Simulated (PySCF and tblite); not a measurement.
The numbers below are computed, except where a source is named.
C7H9N, numbered as in [CH3:1][CH2:2][c:3]1[cH:4][cH:5][cH:6][cH:7][n:8]1.

The ensemble was built from 60 distance-geometry starts (ETKDG and KDG, MMFF94s, GFN2-xTB) and rests on GFN2-xTB geometries. Energies: PBE0-D3(BJ)/pcSseg-1 (IEF-PCM, chloroform), with GFN2-xTB thermal terms (modes under about 100 cm⁻¹ blended into free rotors). Symmetry numbers and mirror images are counted. Conformers within 3 kcal/mol (GFN2-xTB free energy) were kept, 10 at most. Couplings: B3LYP/6-31G* with pcJ-1 on H (gas phase; spin-dipole term only for pairs with B, N, F, Si or P). Couplings are for ¹H. H–H couplings come out 0.1 to 0.9 Hz lower than with pcJ-1 on all atoms. Run with PySCF (density fitting) and tblite.

Torsions listed: C1–C2–C3–N8. Of a mirror pair one member is shown.

| conformer | shape | weight % |
| --- | --- | --- |
| 1 | -98° | 65.6 |
| 2 | 0° | 34.4 |

Give the couplings in each conformer and the averages at 298.15 K (pairs that fast motion interchanges averaged).


| coupling | pairs | 1 | 2 | average (Hz) |
| --- | --- | --- | --- | --- |
| ²J(H1,H1) | 3 | -13.5 | -13.5 | -13.5 |
| ³J(H1,H2) | 6 | 7.8 | 7.4 | 7.7 |
| ²J(H2,H2) | 1 | -11.8 | -18.6 | -14.1 |
| ³J(H4,H5) | 1 | 8.6 | 8.6 | 8.6 |
| ³J(H5,H6) | 1 | 8.3 | 8.2 | 8.2 |
| ³J(H6,H7) | 1 | 5.4 | 5.4 | 5.4 |
